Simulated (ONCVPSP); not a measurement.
Building the ONCV potential for praseodymium (Pr) (PBEsol, scalar-relativistic).

ONCVPSP 4.0.1 was run on this input:

```
# ATOM AND REFERENCE CONFIGURATION
# atsym  z   nc   nv     iexc    psfile
  Pr 59.00    9    4  -116133      upf
#
#   n    l    f
    1    0    2.00
    2    0    2.00
    2    1    6.00
    3    0    2.00
    3    1    6.00
    3    2   10.00
    4    0    2.00
    4    1    6.00
    4    2   10.00
    4    3    3.00
    5    0    2.00
    5    1    6.00
    6    0    2.00
#
# PSEUDOPOTENTIAL AND OPTIMIZATION
# lmax
    3
#
#   l,   rc,      ep,       ncon, nbas, qcut
    0    2.50    0.00    4    7    4.90
    1    2.65    0.00    3    7    4.20
    2    2.80    0.12    3    8    3.80
    3    1.40    0.00    4    8   12.30
#
# LOCAL POTENTIAL
# lloc, lpopt,  rc(5),   dvloc0
    4    5    1.00    0.00
#
# VANDERBILT-KLEINMAN-BYLANDER PROJECTORs
# l, nproj, debl
    0    2    3.00
    1    3    3.90
    2    2    2.70
    3    2    3.90
#
# MODEL CORE CHARGE
# icmod, fcfact, rcfact
    3    1.50    1.60
#
# LOG DERIVATIVE ANALYSIS
# epsh1, epsh2, depsh
   -3.00    5.00    0.02
#
# OUTPUT GRID
# rlmax, drl
    6.00    0.01
#
# TEST CONFIGURATIONS
# ncnf
    4
# nvcnf
#   n    l    f
    4
    4    3    3.00
    5    0    2.00
    5    1    6.00
    6    0    1.00
#
    4
    4    3    3.00
    5    0    2.00
    5    1    6.00
    6    0    0.00
#
    4
    4    3    2.00
    5    0    2.00
    5    1    6.00
    6    0    0.00
#
    5
    4    3    3.00
    5    0    2.00
    5    1    6.00
    6    0    0.00
    6    1    1.00
#
```

Command:

```bash
oncvpsp.x < Pr.dat > Pr.out
```

Output (shortened: citation, most of the input echo, consistency checks and plot data are left out):

```
ONCVPSP  (Optimized Norm-Conservinng Vanderbilt PSeudopotential)
scalar-relativistic version 4.0.1

#   n    l    f        energy (Ha)
    1    0    2.00    -1.5360772E+03
    2    0    2.00    -2.4712759E+02
    2    1    6.00    -2.2114827E+02
    3    0    2.00    -5.3307421E+01
    3    1    6.00    -4.5080433E+01
    3    2   10.00    -3.3525777E+01
    4    0    2.00    -1.0588008E+01
    4    1    6.00    -7.9000082E+00
    4    2   10.00    -4.0572721E+00
    4    3    3.00    -4.7170951E-02
    5    0    2.00    -1.4350616E+00
    5    1    6.00    -7.8927855E-01
    6    0    2.00    -1.2789163E-01

Reference configufation results
  iterations    31
  all-electron total energy (Ha)   -9.23389474D+03

Begin loop to  construct optimized pseudo wave functions
and semi-local pseudopoentials for all angular momenta

Calculating optimized projector #   1

 for l=   0

    Fraction of norm inside rc  0.960557
    Optimizing pswf for qcut=   4.89 a_B^-1,  ecut=  11.97 Ha
    Residual kinetic energy error=  2.35D-06 Ha

    Energy error per electron        Cutoff
         Ha          eV             Ha
         0.01000     0.27211        5.40
         0.00100     0.02721        8.05
         0.00010     0.00272        9.69
         0.00001     0.00027       11.24

Calculating optimized projector #   2

 for l=   0

    Fraction of norm inside rc  0.068537
    Optimizing pswf for qcut=   4.89 a_B^-1,  ecut=  11.97 Ha
    Residual kinetic energy error=  4.08D-06 Ha

    Energy error per electron        Cutoff
         Ha          eV             Ha
         0.01000     0.27211        2.29
         0.00100     0.02721        7.30
         0.00010     0.00272        9.53
         0.00001     0.00027       11.38

   Wellstate for l =  1  n =  8
     eigenvalue =   3.1107
     asymptotic potential =   3.6107
     half-point radius =  4.2543

   Wellstate for l =  1  n = 10
     eigenvalue =   7.0107
     asymptotic potential =   7.5107
     half-point radius =  4.3437

Calculating optimized projector #   1

 for l=   1

    Fraction of norm inside rc  0.913552
    Optimizing pswf for qcut=   4.20 a_B^-1,  ecut=   8.82 Ha
    Residual kinetic energy error=  4.06D-07 Ha

    Energy error per electron        Cutoff
         Ha          eV             Ha
         0.01000     0.27211        4.14
         0.00100     0.02721        5.47
         0.00010     0.00272        6.54
         0.00001     0.00027        7.48

Calculating optimized projector #   2

 for l=   1

    Fraction of norm inside rc  0.176809
    Optimizing pswf for qcut=   4.20 a_B^-1,  ecut=   8.82 Ha
    Residual kinetic energy error=  5.55D-04 Ha

    Energy error per electron        Cutoff
         Ha          eV             Ha
         0.01000     0.27211        5.85
         0.00100     0.02721        8.45
         0.00010     0.00272       12.15
         0.00001     0.00027       35.04

Calculating optimized projector #   3

 for l=   1

    Fraction of norm inside rc  0.131187
    Optimizing pswf for qcut=   4.20 a_B^-1,  ecut=   8.82 Ha
    Residual kinetic energy error=  5.82D-02 Ha

    Energy error per electron        Cutoff
         Ha          eV             Ha
         0.01000     0.27211       12.81
         0.00100     0.02721       30.37
         0.00010     0.00272       50.01
         0.00001     0.00027       91.65

WARNING wellstate: moderately localized bound state found for n= 5 l=  2
WARNING scattering state with energy  0.05000000
WARNING will be used for the first projector

   Wellstate for l =  2  n =  6
     eigenvalue =   0.0500
     asymptotic potential =   0.5500
     half-point radius = 23.9717

   Wellstate for l =  2  n =  8
     eigenvalue =   2.7500
     asymptotic potential =   3.2500
     half-point radius =  4.9545

Calculating optimized projector #   1

 for l=   2

    Fraction of norm inside rc  0.075887
    Optimizing pswf for qcut=   3.80 a_B^-1,  ecut=   7.22 Ha
    Residual kinetic energy error=  8.68D-06 Ha

    Energy error per electron        Cutoff
         Ha          eV             Ha
         0.01000     0.27211        2.82
         0.00100     0.02721        4.61
         0.00010     0.00272        5.95
         0.00001     0.00027        7.47

Calculating optimized projector #   2

 for l=   2

    Fraction of norm inside rc  0.200804
    Optimizing pswf for qcut=   3.80 a_B^-1,  ecut=   7.22 Ha
    Residual kinetic energy error=  2.21D-03 Ha

    Energy error per electron        Cutoff
         Ha          eV             Ha
         0.01000     0.27211        6.30
         0.00100     0.02721        8.60
         0.00010     0.00272       34.84
         0.00001     0.00027       51.76

   Wellstate for l =  3  n =  6
     eigenvalue =   3.8528
     asymptotic potential =   4.3528
     half-point radius =  2.6745

Calculating optimized projector #   1

 for l=   3

    Fraction of norm inside rc  0.721227
    Optimizing pswf for qcut=  12.29 a_B^-1,  ecut=  75.51 Ha
    Residual kinetic energy error=  1.06D-04 Ha

    Energy error per electron        Cutoff
         Ha          eV             Ha
         0.01000     0.27211       54.60
         0.00100     0.02721       62.87
         0.00010     0.00272       82.22

Calculating optimized projector #   2

 for l=   3

    Fraction of norm inside rc  0.140976
    Optimizing pswf for qcut=  12.29 a_B^-1,  ecut=  75.51 Ha
    Residual kinetic energy error=  1.16D-04 Ha

    Energy error per electron        Cutoff
         Ha          eV             Ha
         0.01000     0.27211       59.41
         0.00100     0.02721       68.03
         0.00010     0.00272       77.12
         0.00001     0.00027      166.14

Construct Vanderbilt / Kleinmman-Bylander projectors

B matrix Hermiticity error, ll=   0
   1   2    8.4847E-05

  Orthonormal projector coefficients  1.3568E+01  9.1889E-01

B matrix Hermiticity error, ll=   1
   1   2    2.9473E-04
   1   3    5.6118E-04
   2   3   -2.3168E-04

  Orthonormal projector coefficients  1.3706E+01  2.6904E+00  4.1917E-01

B matrix Hermiticity error, ll=   2
   1   2   -4.2166E-05

  Orthonormal projector coefficients  1.0782E+01  1.3937E+00

B matrix Hermiticity error, ll=   3
   1   2   -5.5703E-04

  Orthonormal projector coefficients -9.8871E+00 -3.6910E+00

Model core correction analysis
  based on d2Exc/dn_idn_j

d2excae - all-electron derivatives

   -1.633704D-02   -1.352492D-02   -1.093742D-02   -2.261199D-03
   -1.352455D-02   -2.490972D-02   -2.175434D-02   -1.551503D-03
   -1.093710D-02   -2.175435D-02   -2.198411D-02   -2.812819D-03
   -2.260440D-03   -1.551299D-03   -2.812291D-03   -2.570560D-02

d2excps - pseudofunction derivatives with no core correction

   -4.892445D-02   -2.732052D-02   -1.868618D-02   -3.390899D-03
   -2.732186D-02   -2.849338D-02   -2.340429D-02   -1.920592D-03
   -1.868748D-02   -2.340434D-02   -2.304742D-02   -3.004048D-03
   -3.390368D-03   -1.920288D-03   -3.003527D-03   -2.573814D-02

rms 2nd derivative error    9.953181E-03

rmatch, rhocmatch    1.1055    5.2165

Teter function model core charge with specified parameters

d2excps - pseudofunction derivatives with core correction

   -3.751643D-02   -2.180966D-02   -1.547702D-02   -2.964664D-03
   -2.181036D-02   -2.307295D-02   -2.022856D-02   -1.567531D-03
   -1.547727D-02   -2.022847D-02   -2.068921D-02   -2.838366D-03
   -2.963987D-03   -1.567312D-03   -2.837835D-03   -2.570779D-02

rms 2nd derivative error    6.313565E-03

Pseudoatom total energy  -47.949893

Diagnostic tests using Vanderbilt-Kleinman-Bylander pseudopotentials
  1 or more projectors used as specified by nproj input data

   l    rcore       rmatch      e in        delta e   norm test  slope test

   0   2.5087962   2.5849687  -1.4350616   0.0000007   1.0001120   1.0001057
   0   2.5087962   2.5849687  -0.1278916   0.0000008   1.0000176   1.0000143

   1   2.6634540   2.7443222  -0.7892786   0.0000022   1.0000581   1.0000619
   1   2.6634540   2.7443222   3.1107215  -0.0000053   1.0001902   1.0001902
   1   2.6634540   2.7443222   7.0107214   0.0004635   1.0002249   1.0002249

   2   2.8107811   2.8961225   0.0500000  -0.0000240   1.0000071   1.0000071
   2   2.8107811   2.8961225   2.7500000  -0.0000941   1.0001354   1.0001354

   3   1.4043044   1.4469421  -0.0471710   0.0000091   1.0001683   1.0001346
   3   1.4043044   1.4469421   3.8528290   0.0001780   1.0002607   1.0002607

 Testing for bound ghosts
   n   l    E NL Schr. Eq   E Basis Diag.   E Cutoff

       0                       -7.450573     30.30  WARNING - GHOST(-)
   1   0       -1.435061       -1.435029     30.30
   2   0       -0.127891       -0.108815     30.30

   2   1       -0.789276       -0.789274     42.88

   3   2       -0.074839       -0.071448     43.73

   4   3       -0.047162       -0.040506    197.02

 Testing for highly-localized positive-energy ghosts
       l    <radius>/rc     E Basis Diag.   E Cutoff

       1        0.512725        5.105122     42.88  WARNING - GHOST(+)

       2        0.831412        8.094476     43.73  WARNING - GHOST(+)

Test configuration 0

   n   l     f        eae           eps        diff
   1   0  2.0000-1536.07721342
   2   0  2.0000 -247.12758515
   2   1  6.0000 -221.14826682
   3   0  2.0000  -53.30742077
   3   1  6.0000  -45.08043258
   3   2 10.0000  -33.52577714
   4   0  2.0000  -10.58800770
   4   1  6.0000   -7.90000817
   4   2 10.0000   -4.05727209
   4   3  3.0000   -0.04717095   -0.04716185    9.11D-06
   5   0  2.0000   -1.43506162   -1.43506094    6.84D-07
   5   1  6.0000   -0.78927855   -0.78927633    2.22D-06
   6   0  2.0000   -0.12789163   -0.12789083    8.01D-07

    Total energies and differences
      AE_ref= -9.23389474D+03  AE_tst= -9.23389474D+03  dif=  0.00D+00
      PS_ref= -4.79498932D+01  PS_tst= -4.79498932D+01  dif=  2.56D-13
      PSP excitation error= -2.56D-13

Test configuration 1

   n   l     f        eae           eps        diff
   1   0  2.0000-1536.29135909
   2   0  2.0000 -247.34064582
   2   1  6.0000 -221.36148180
   3   0  2.0000  -53.51898586
   3   1  6.0000  -45.29203027
   3   2 10.0000  -33.73751595
   4   0  2.0000  -10.80010427
   4   1  6.0000   -8.11231875
   4   2 10.0000   -4.26995663
   4   3  3.0000   -0.26008210   -0.26054819   -4.66D-04
   5   0  2.0000   -1.65102412   -1.65067397    3.50D-04
   5   1  6.0000   -1.00477846   -1.00453871    2.40D-04
   6   0  1.0000   -0.29703740   -0.29699036    4.70D-05

    Total energies and differences
      AE_ref= -9.23389474D+03  AE_tst= -9.23368321D+03  dif=  2.12D-01
      PS_ref= -4.79498932D+01  PS_tst= -4.77388727D+01  dif=  2.11D-01
      PSP excitation error=  5.07D-04

Test configuration 2

psatom: WARNING lschvkbb convergence error n,l,iter=   4   3   3
ea(ii),et,emin,emax -4.716185E-02 -5.187803E-02 -5.187803E-02 -5.187803E-02
run_config: WARNING for fully non-local PS atom, stg. 1
 WARNING no output for configuration 3

Test configuration 3

psatom: WARNING lschvkbb convergence error n,l,iter=   4   3   3
ea(ii),et,emin,emax -4.716185E-02 -5.187803E-02 -5.187803E-02 -5.187803E-02
run_config: WARNING for fully non-local PS atom, stg. 1
 WARNING no output for configuration 4

Test configuration 4

psatom: WARNING lschvkbb convergence error n,l,iter=   4   3   3
ea(ii),et,emin,emax -4.716185E-02 -5.187803E-02 -5.187803E-02 -5.187803E-02
run_config: WARNING for fully non-local PS atom, stg. 1
 WARNING no output for configuration 5
```

Note: ghosts flagged at negative energy: s at -202.7 eV; GHOST(+) flagged for p at 138.9 eV, d at 220.3 eV. A true bound ghost makes a file unfit for plane-wave use.

The run took about 7.8 s on one core of a shared server CPU.
